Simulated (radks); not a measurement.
Values are calculated unless marked as measured or tabulated.
Q: All-electron atom: Eu II in [Kr] 4d10 4f7.25 5s2 5p5.75 6s1 (fractional occupations, a model configuration). Code: a radial shooting solver on a logarithmic mesh with Libxc functionals. Model: Dirac Kohn-Sham, PBE, spin-unpolarised, spherical densities, finite nucleus; open shells fill j = l - 1/2 first; Fermi nuclear charge, rms radius 5.1115 fm. Some entries of the table are withheld. Estimate them.

orbital,occ.,eigenvalue (hartree),<1/r> (bohr^-1)
1s1/2,2,-1775.675,70.22
2s1/2,2,-291.6051,(1)
2p1/2,2,-276.6747,16.70
2p3/2,4,-252.8596,14.82
3s1/2,2,-64.30121,6.087
3p1/2,2,-57.84892,6.002
3p3/2,4,-52.99408,5.528
3d3/2,4,-41.82365,5.404
3d5/2,6,-40.76721,5.285
4s1/2,2,-12.91344,(2)
4p1/2,2,(3),2.430
4p3/2,4,(4),2.270
4d3/2,4,-5.24955,2.048
4d5/2,6,-5.05799,2.008
5s1/2,2,-1.85804,0.9602
5p1/2,2,-1.19365,(5)
5p3/2,3.75,-1.05520,(6)
6s1/2,1,-0.31338,(7)
4f5/2,6,-0.31179,1.404
4f7/2,1.25,-0.28963,1.383
5d3/2,0,-0.26657,0.4687
5d5/2,0,-0.25792,0.4560
6p1/2,0,(8),0.2602
6p3/2,0,(9),0.2477

A: 
(1) 2s1/2 <1/r> (bohr^-1): 16.72
(2) 4s1/2 <1/r> (bohr^-1): 2.537
(3) 4p1/2 eigenvalue (hartree): -10.42118
(4) 4p3/2 eigenvalue (hartree): -9.35190
(5) 5p1/2 <1/r> (bohr^-1): 0.8409
(6) 5p3/2 <1/r> (bohr^-1): 0.7839
(7) 6s1/2 <1/r> (bohr^-1): 0.3256
(8) 6p1/2 eigenvalue (hartree): -0.20499
(9) 6p3/2 eigenvalue (hartree): -0.19272
